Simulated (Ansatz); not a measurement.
System: C4H5GeO, net charge -1, singlet state. It need not be the lowest isomer of its formula. Whether it binds its extra electron was not tested at this geometry. 
Structure (B3LYP-D3(BJ)/def2-TZVP (Ansatz, an electronic-structure program) minimum search):
```xyz
11

Ge     1.6273    -0.1742    -0.3368
C     -0.3841    -0.0298     0.0218
C     -1.4134    -0.7880    -0.4721
C     -2.6447    -0.2998     0.0728
C     -2.3017     0.7384     0.8768
O     -0.9550     0.9193     0.8627
H      2.0254    -0.0523     1.2245
H      1.8097     1.4134    -0.5760
H     -1.2884    -1.6112    -1.1572
H     -3.6440    -0.6664    -0.1060
H     -2.8726     1.4127     1.4941
```
Charge -1, spin multiplicity 1.

Total electronic energies in hartree. Correlated levels leave the core frozen unless marked. No spin-orbit coupling. The frozen core is the preceding noble-gas configuration, with the filled d and f shells of earlier blocks. No relativistic terms. CBS marks a two-point X^-3 extrapolation of the correlation energy; Hartree-Fock from the larger set. The bracket is a focal-point correction in the basis named.

```csv
level,program,energy (Eh)
HF/6-31G,Ansatz,-2304.11802
HF/cc-pVTZ,Ansatz,-2304.68145
RI-HF/aug-cc-pVTZ,Ansatz,-2304.68667
BLYP-D4/def2-TZVPD,Ansatz + dftd4,___
B97M-V/def2-TZVPD,Ansatz,-2307.33353
PBE0/6-31G*,Ansatz,-2306.83116
PBE0/def2-SVP,Ansatz,___
PBE0-D3(BJ)/def2-TZVP,Ansatz + dftd3,-2307.21085
r2SCANh/def2-TZVPD,Ansatz,-2307.57837
HSE06-D3(BJ)/def2-TZVPD,Ansatz + dftd3,-2307.20156
LC-wPBE-D4/def2-TZVPD,Ansatz + dftd4,-2307.31088
B2GP-PLYP/def2-TZVPD,Ansatz,-2306.93631
B2PLYP-D3(BJ)/def2-TZVPD,Ansatz + dftd3,-2307.14080
B2PLYP-D4/def2-TZVPD,Ansatz + dftd4,-2307.14074
RPA@PBE/cc-pVQZ,Ansatz,-2306.34467
MP2/aug-cc-pVTZ,Ansatz,-2305.70414
RI-MP2/cc-pVTZ,Ansatz,-2305.67891
CCSD/cc-pVDZ,Ansatz,-2305.39660
CCSD(T)/aug-cc-pVDZ,Ansatz,-2305.49411
CCSD(T)/cc-pVDZ,Ansatz,-2305.43125
CCSD(T)/cc-pVTZ,Ansatz,-2305.75945
"RI-MP2/CBS(aug-cc-pVTZ,aug-cc-pVQZ)+[CCSD(T)-MP2]/aug-cc-pVTZ",Ansatz,-2305.8990
"CCSD(T)/CBS(aug-cc-pVTZ,aug-cc-pVQZ)",Ansatz,-2305.8851
```

Q: Fill in the missing entries.

A: 
- BLYP-D4/def2-TZVPD, energy (Eh): -2307.74344
- PBE0/def2-SVP, energy (Eh): -2306.68598
